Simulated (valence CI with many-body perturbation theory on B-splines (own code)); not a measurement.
Nd10+: calculated level list

Level of theory: relativistic CI+MBPT: four valence electrons over a frozen Dirac-Fock core [Kr] 4d10, a basis of 8 s, 8 p, 9 d, 9 f, 6 g, 3 h, 2 i functions for each j, with the one-electron correlation potential Σ1 (screened to all orders), the two-electron term Σ2, the three-electron term Σ3, Breit, model QED; selected single and double excitations, second order for the rest, scaled by the run's own slope (own B-spline code, finite nucleus).

No measured levels were compared; by estimate terms of the open shell hold to a few per cent of their energy, and close levels can change places; configurations with another count of f electrons can be misplaced by thousands of cm⁻¹. Core correlation moves these levels by up to 55000 cm⁻¹, and in measured spectra 5 to 20 % of such shifts remained as error; rates that hang on mixing are uncertain with them. Among the levels kept, up to 280 cm⁻¹ of a level comes from second order outside the variational space, and about a tenth of that is noise between levels of different J, which matters for small intervals.

Levels 46 to 73 of 73, with energies above the lowest level, 4f 5s2 5p 3G_3. "Leading %" is the weight of the configuration and term that name the level; weights of strongly mixed levels are sums over their largest components and can fall short. Lifetimes count E1, E2, E3, M1 and M2 decay at the calculated energies, and are blank where another channel may lead or the interval is too uncertain; long ones can be off by a factor of two.

| No. | Configuration | Term | J | E (eV) | Leading % | Second component | Lifetime | g |
| --- | --- | --- | --- | --- | --- | --- | --- | --- |
| 46 | 4f2 5s 5p | 5G° | 5 | 19.657 | 32 | 15 % 4f2 5s 5p 5F° | 3.21 ns | 1.185 |
| 47 | 4f2 5s 5p | 5D° | 4 | 19.682 | 30 | 17 % 4f 5s 5p2 5D° | 3.41 ns | 1.317 |
| 48 | 4f2 5s 5p | 5D° | 3 | 19.701 | 30 | 17 % 4f2 5s 5p 5G° | 2.72 ns | 1.237 |
| 49 | 4f2 5s 5p | 3H° | 4 | 19.726 | 18 | 14 % 4f2 5s 5p 3G° | 5.58 ns | 1.029 |
| 50 | 4f2 5s 5p | 5D° | 4 | 19.995 | 20 | 16 % 4f 5s 5p2 5D° | 2.64 ns | 1.260 |
| 51 | 4f2 5s 5p | 3I° | 5 | 20.172 | 41 | 17 % 4f2 5s 5p 1H° | 1.96 ns | 1.010 |
| 52 | 4f2 5s 5p | 3H° | 4 | 20.278 | 24 | 17 % 4f2 5s 5p 3F° | 3.80 ns | 1.030 |
| 53 | 4f2 5s 5p | 3G° | 3 | 20.338 | 44 | 18 % 4f2 5s 5p 3F° | 3.06 ns | 0.907 |
| 54 | 4f2 5s 5p | 3F° | 2 | 20.560 | 38 | 27 % 4f2 5s 5p 1D° | 4.99 ns | 0.905 |
| 55 | 4f2 5s 5p | 3G° | 5 | 20.607 | 36 | 30 % 4f2 5s 5p 3H° | 3.45 ns | 1.087 |
| 56 | 4f2 5s 5p | 3H° | 4 | 20.691 | 35 | 30 % 4f2 5s 5p 3F° | 2.19 ns | 1.016 |
| 57 | 4f2 5s 5p | 3G° | 3 | 20.758 | 36 | 9 % 4f 5s 5p2 3G° | 2.20 ns | 0.909 |
| 58 | 4f2 5s 5p | 3I° | 6 | 20.929 | 35 | 24 % 4f2 5s 5p 3H° | 2.28 ns | 1.096 |
| 59 | 4f2 5s 5p | 3D° | 2 | 20.935 | 23 | 16 % 4f2 5s 5p 5D° | 11.7 ns | 1.287 |
| 60 | 4f3 5s | 5I° | 4 | 20.959 | 96 |  | 149 ns | 0.607 |
| 61 | 4f 5s 5p2 | 3G° | 3 | 20.965 | 13 | 12 % 4f 5s 5p2 3D° | 2.18 ns | 1.043 |
| 62 | 4f2 5s 5p | 5D° | 0 | 21.035 | 93 |  | 42.1 ns |  |
| 63 | 4f2 5s 5p | 3H° | 5 | 21.048 | 26 | 19 % 4f2 5s 5p 3G° | 3.10 ns | 1.081 |
| 64 | 4f3 5s | 5I° | 5 | 21.131 | 83 | 5 % 4f2 5s 5p 3H° | 16.8 ns | 0.932 |
| 65 | 4f2 5s 5p | 5D° | 1 | 21.167 | 78 | 5 % 4f2 5s 5p 5P° | 14.3 ns | 1.446 |
| 66 | 4f2 5s 5p | 3D° | 3 | 21.224 | 45 | 15 % 4f2 5s 5p 3F° | 3.83 ns | 1.207 |
| 67 | 4f3 5s | 5I° | 6 | 21.310 | 98 |  | 464 ns | 1.071 |
| 68 | 4f2 5s 5p | 3G° | 4 | 21.391 | 35 | 24 % 4f2 5s 5p 1G° | 3.10 ns | 1.044 |
| 69 | 4f2 5s 5p | 5S° | 2 | 21.496 | 34 | 30 % 4f2 5s 5p 3F° | 5.91 ns | 1.378 |
| 70 | 4f3 5s | 5I° | 7 | 21.526 | 99 |  | 3.34 μs | 1.178 |
| 71 | 4f2 5s 5p | 3P° | 2 | 21.747 | 30 | 26 % 4f2 5s 5p 5D° | 6.60 ns | 1.387 |
| 72 | 4f2 5s 5p | 3I° | 6 | 21.759 | 54 | 21 % 4f2 5s 5p 3K° | 30.4 ns | 1.019 |
| 73 | 4f3 5s | 5I° | 8 | 21.762 | 99 |  | 664 ms | 1.249 |

Names give the largest LS component (configuration and term), which can be under half, so a name can repeat, a term be missing and a line seem to break the LS rules; names also repeat where a configuration has a term twice.

Where two levels of one J and parity lie close, their mixing, g and order are uncertain.
